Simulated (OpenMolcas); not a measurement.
Computed levels of 2s² 2p² in ions with 6 electrons, in cm-1 above ³P₀.

```yaml
Program: OpenMolcas
Method: CASSCF
Basis: ANO-R3
Scalar_Hamiltonian: X2C, finite nucleus
Spin-orbit_coupling: RASSI with atomic mean-field integrals over the reference wave functions, term energies averaged over their components
```

Active space for each ion: 4 electrons in 4 orbitals (2s 2p).

```csv
Level,N+,O2+,Ne4+
³P₁,44.2,103,390
³P₂,131,305,1124
¹D₂,17496,22632,32956
¹S₀,30670,40498,61035
```

Problem. Estimate ³P₂, ¹D₂, ¹S₀ for F3+ from its neighbours O2+ and Ne4+.

Solution. ³P₂ is fine structure, which grows about as the fourth power of a screened charge, so the fourth roots are averaged: ((305^0.25 + 1124^0.25) / 2)^4 = 617. The calculation gives 625, so the estimate is off by -1.3 %; the measured value is 613 (Moore, Atomic Energy Levels, vol. I, NSRDS-NBS 35 (1971 reprint of NBS Circular 467, 1949)).
¹D₂ is another term, which grows about linearly with the charge: (22632 + 32956) / 2 = 27794. The calculation gives 27834, so the estimate is off by -0.1 %; the measured value is 25241 (Moore, Atomic Energy Levels, vol. I, NSRDS-NBS 35 (1971 reprint of NBS Circular 467, 1949)).
¹S₀ is another term, which grows about linearly with the charge: (40498 + 61035) / 2 = 50766. The calculation gives 50896, so the estimate is off by -0.3 %; the measured value is 53544 (Moore, Atomic Energy Levels, vol. I, NSRDS-NBS 35 (1971 reprint of NBS Circular 467, 1949)).

Without dynamic correlation excited terms often stand tens of per cent too high (terms of higher spin than the ground term too low), and those without a measured partner can miss by more than the paired ones (holds for N+). Computed and measured levels are paired by configuration, term and J; levels that our copy of the source lacks, or whose pairing is in doubt (as where it misses far off the trend of its configuration), stay unpaired and out of the deviations. Levels of configurations outside the active space are missing.
